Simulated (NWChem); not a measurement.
Species: HfO₂; SMILES [O]=[Hf]=[O]

Program: NWChem. The geometry was optimised at PBE-D3(BJ)/def2-SVP. def2 effective core potentials on Hf; no spin-orbit coupling.

Problem. Predict the results for BLYP/def2-SVP. Quantities: highest occupied level (eV); orbital gap (eV); dipole (D).

Solution. 
```yaml
highest occupied level (eV): -5.09
orbital gap (eV): 0.93
dipole (D): 7.15
```
